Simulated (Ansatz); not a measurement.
`CN([SiH2]O)[SiH](O)F`, relaxed with RKS PBE0-D4/def2-TZVP in Ansatz from a GFN2-xTB geometry. The force threshold is 0.005 eV/Å; the program also tests the step.

Total charge 0; spin multiplicity 1.

Start:

```xyz
15

C    -0.676   -1.286   -1.186
N    -0.197   -0.306   -0.227
Si   -1.433    0.492    0.726
O    -0.744    1.561    1.721
Si    1.410    0.267   -0.380
O     1.909    0.964    1.003
F     2.342   -1.026   -0.626
H    -1.452   -1.896   -0.727
H    -1.100   -0.802   -2.070
H     0.138   -1.932   -1.504
H    -2.349    1.209   -0.162
H    -2.083   -0.554    1.516
H     0.209    1.669    1.677
H     1.705    1.219   -1.430
H     2.321    0.418    1.669
```

| step | energy (eV) | largest force (eV/Å) | largest move (Å) |
| --- | --- | --- | --- |
| 1 | -25217.6787 | 1.312 | 0.000 |
| 2 | -25217.7540 | 0.680 | 0.067 |
| 3 | -25217.7667 | 0.212 | 0.023 |
| 4 | -25217.7680 | 0.267 | 0.080 |
| 5 | -25217.7732 | 0.071 | 0.017 |
| 6 | -25217.7767 | 0.109 | 0.170 |
| 7 | -25217.7770 | 0.104 | 0.003 |
| 8 (rejected) | -25217.7741 | 0.332 | 0.162 |
| 9 (rejected) | -25217.7758 | 0.123 | 0.080 |
| 10 | -25217.7803 | 0.038 | 0.040 |
| 11 | -25217.7812 | 0.173 | 0.098 |
| 12 | -25217.7822 | 0.037 | 0.018 |
| 13 | -25217.7828 | 0.027 | 0.042 |
| 14 | -25217.7833 | 0.042 | 0.050 |
| 15 | -25217.7836 | 0.043 | 0.026 |
| 16 | -25217.7840 | 0.050 | 0.050 |
| 17 | -25217.7843 | 0.059 | 0.023 |
| 18 | -25217.7848 | 0.100 | 0.053 |
| 19 | -25217.7850 | 0.080 | 0.014 |
| 20 | -25217.7854 | 0.033 | 0.022 |
| 21 | -25217.7856 | 0.025 | 0.037 |
| 22 | -25217.7857 | 0.015 | 0.027 |
| 23 | -25217.7857 | 0.008 | 0.004 |
| 24 | -25217.7857 | 0.003 | 0.003 |

End:

```xyz
15

C    -0.670   -1.308   -1.176
N    -0.172   -0.237   -0.310
Si   -1.370    0.553    0.668
O    -0.720    1.880    1.372
Si    1.446    0.287   -0.361
O     1.961    0.725    1.138
F     2.319   -0.935   -0.902
H    -1.313   -1.993   -0.613
H    -1.251   -0.916   -2.017
H     0.155   -1.899   -1.577
H    -2.505    1.013   -0.170
H    -1.881   -0.430    1.664
H     0.170    1.791    1.727
H     1.733    1.450   -1.216
H     2.099    0.018    1.773
```

Run time 60 s (2 threads of an AMD EPYC 7R13 on a shared host and a share of an NVIDIA H100 80 GB); peak host memory 0.96 GiB.
